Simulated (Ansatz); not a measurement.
Calculated with Ansatz (gas phase, PBE0-D4/def2-TZVP geometries, no zero-point term in ΔE). CBS: MP2 limit from def2 TZ/QZ plus the TZ coupled-cluster correction, frozen cores. This one scheme is used for every species. Functionals use def2-TZVPP. Each species was taken in one conformer, which may not be the lowest.

`[OH][Al]([F])[SH]` + HCl → `[OH][Al]([SH])[Cl]` + H–F  (ligand exchange at the Al–F bond)

Question: Is it downhill or uphill in electronic energy at CCSD(T)/CBS, and by how much? (Estimate.)

Answer: The calculation gave: Uphill: ΔE = +16.4 kJ/mol.

Question: What do these levels give: BLYP-D4, r2SCAN0-D4, BHLYP-D4, B2PLYP, PBE0, HF/def2-QZVPP? (An estimate is asked.)

Answer: The calculation gave: BLYP-D4 23.4, r2SCAN0-D4 15.1, BHLYP-D4 18.4, B2PLYP 22.7, PBE0 14.1, HF/def2-QZVPP 23.8 kJ/mol.

Largest T1 diagnostic among the species: 0.012.

The D4 term adds −4.8 kJ/mol with B3LYP and −2.6 kJ/mol with PBE0; it sums over pairs of atoms, weighted by their polarisabilities, and B3LYP, whose exchange is more repulsive, gets the larger term. At CCSD(T), def2-SVP lies +6.6 kJ/mol from the extrapolated value and def2-TZVPP +2.9 kJ/mol.

B3LYP here is the variant with VWN-RPA as its local correlation; programs differ in this.
